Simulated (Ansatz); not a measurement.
Cartesian coordinates in Å:
```
Cl 0.169 -0.371 -2.230
C -0.162 0.604 -0.776
Ge 0.118 -0.464 0.851
H 0.504 1.465 -0.799
H -1.191 0.955 -0.842
H -0.836 -1.665 0.829
H 1.575 -0.942 0.889
H -0.177 0.418 2.078
```

Total charge 0; spin multiplicity 1.

**Question.** List the PBE/def2-TZVPP orbital energies in eV (Ansatz 0.2.0). (Best estimate.)

**Answer.** Ansatz gave: Occupied: -10804.51, -2738.93, -1337.88, -1191.30, -1191.29, -1191.29, -270.50, -249.46, -190.24, -189.94, -189.94, -162.47, -113.91, -113.90, -113.89, -29.74, -29.74, -29.73, -29.67, -29.67, -21.26, -16.65, -13.60, -11.20, -10.58, -9.13, -8.36, -8.34, -7.12, -6.68. Lowest empty: -0.71, 0.13, 0.33, 0.79, 1.07, 1.55, 1.78, 3.84.
